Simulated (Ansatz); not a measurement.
System: SnOH3, charge 0, doublet. SnOH3 (SMILES [OH][SnH2], doublet).
B3LYP-D3(BJ)/def2-TZVP minimum from Ansatz (a quantum-chemistry and plane-wave program):
```xyz
5

Sn    -0.1908    -0.2079     0.0604
O      1.2333     1.0905    -0.4552
H     -1.3312     0.0222    -1.2233
H     -0.8358     0.3482     1.5840
H      1.8421     1.3001     0.2612
```
Charge 0, spin multiplicity 2.

Total energies in def2-TZVPP, 13 correlated electrons, 10 frozen orbitals. Open shells are spin-unrestricted; no spin-orbit coupling. Correlated methods leave the cores frozen (noble-gas shells, and filled d and f shells in the p block). Past Kr the def2 sets carry scalar-relativistic core potentials. Spin-orbit terms, left out, reach several kcal/mol for Br and I, and more for heavier atoms.

| method | program | energy (Eh) | minus CCSDT(Q) (mEh) |
|---|---|---|---|
| HF | Ansatz | -289.96987 | 376.21 |
| MP2 | Ansatz | -290.31469 | 31.39 |
| CCSD | Ansatz | -290.33229 | 13.79 |
| CCSD(T) | Ansatz | -290.34472 | 1.36 |
| CCSDT(Q) | Ansatz | -290.34608 | 0.00 |

Rough core times of Ansatz's runs on a shared machine: CCSD(T) 50 s, CCSDT(Q) 3 h.
